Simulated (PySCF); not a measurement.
A run for PySCF: R-HF/3-21G on C3H4O (a complex), monomers drawn apart or pushed together.

```python
from pyscf import gto, scf, dft, mp
from pyscf.data.elements import chemcore

mol = gto.M(
    atom='''
    C     0.44855402    0.04749817   -0.63770742
    C    -0.22974511   -0.02318858    0.34725695
    H     1.04223418    0.10927091   -1.51685729
    H    -0.81984812   -0.08466592    1.23547585
    C     0.28661756    0.05276318    4.06264070
    O    -0.88037750   -0.07965218    3.80912949
    H     1.04998808    0.13521677    3.26685921
    H     0.65212186    0.09847437    5.10497912
    ''',
    basis='3-21g',
    charge=0, spin=0, verbose=3, max_memory=1800)
mf = scf.RHF(mol)
mf.conv_tol = 1e-8
mf.max_cycle = 100
mf.kernel()
if not mf.converged:
    mf = mf.newton().run(mf.mo_coeff, mf.mo_occ)
```

The log:

```
converged SCF energy = -189.623436299756
```

The run converged.

Cost: about 0.07 core-seconds (a rough figure).
